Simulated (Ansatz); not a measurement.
The same ligand exchange along the group B, Al, In.

Calculated with Ansatz (gas phase, PBE0-D4/def2-TZVP geometries, no zero-point term in ΔE). CBS: MP2 limit from def2 TZ/QZ plus the TZ coupled-cluster correction, frozen cores. This one scheme is used for every species. DFT in def2-TZVPP. B3LYP here is the variant with VWN-RPA as its local correlation; programs differ in this. Elements past krypton have def2 core potentials. For Ge, In outer-core shells are correlated without core-valence functions, which leaves a few kJ/mol of doubt a bond. Scalar relativity is left out up to krypton.

| reaction | CCSD(T)/CBS(def2) (kcal/mol) |
| --- | --- |
| `Cl[B](Cl)[GeH3]` + H–F → `F[B](Cl)[GeH3]` + HCl | -11.4 |
| `[Cl][Al]([Cl])[GeH3]` + H–F → `[F][Al]([Cl])[GeH3]` + HCl | -4.6 |
| `[Cl][In]([Cl])[GeH3]` + H–F → `[F][In]([Cl])[GeH3]` + HCl | ? |

Fill in the missing values. (Best estimate.)

The calculation gave: `[Cl][In]([Cl])[GeH3]` + H–F → `[F][In]([Cl])[GeH3]` + HCl: +13.7 kcal/mol.

Largest T1 diagnostic: 0.014, for `[F][In]([Cl])[GeH3]`.
